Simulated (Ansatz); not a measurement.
Total energies of the cluster Li₆N₂ from Ansatz at PBE-D4/def2-TZVPD, gas phase (1 Eh = 27.2114 eV = 2625.5 kJ/mol). The reference geometry is relaxed at r2SCAN-D4/def2-TZVP.

```xyz
8

Li    0.966   -0.570   -0.857
Li    2.747    1.641    0.453
Li   -0.376    1.321    0.349
Li   -1.398    0.370   -2.140
Li    0.951   -0.510    1.858
Li   -1.770   -1.489    0.371
N    -0.232   -0.538    0.594
N    -0.889   -0.225   -0.629
```

```tsv
state	geometry	energy (Eh)
charge 0 singlet	reference	-154.45889
charge -1 doublet	reference	-154.48197
free Li atom (doublet)	–	-7.46192
free N atom (quartet)	–	-54.53224
```

(1) Work out the vertical electron affinity, to the doublet.

(2) What is the binding energy per atom against free atoms?

(1) E(charge 0 singlet) − E(charge -1 doublet) = -154.45889 − (-154.48197) = 0.02308 Eh = 0.63 eV.

(2) Atoms: 6 × (-7.46192) + 2 × (-54.53224) = -153.83600 Eh. Binding: -153.83600 − (-154.45889) = 0.62289 Eh = 16.95 eV, or 2.12 eV for each of 8 atoms (no zero-point energy, no counterpoise term).

The restricted singlet is unstable towards broken spin symmetry in Hartree–Fock (as tested in another run); at PBE-D4/def2-TZVPD this wasn't settled. At PBE-D4/def2-TZVPD the highest occupied level of the charge -1 doublet lies above zero (up to 0.60 eV). By energy differences its removal costs 0.63 eV (vertical, to the charge 0 singlet, at PBE-D4/def2-TZVPD); a positive level beside a positive removal energy at the same level points to self-interaction error. 

The structure comes from a short search, and lower isomers may exist.
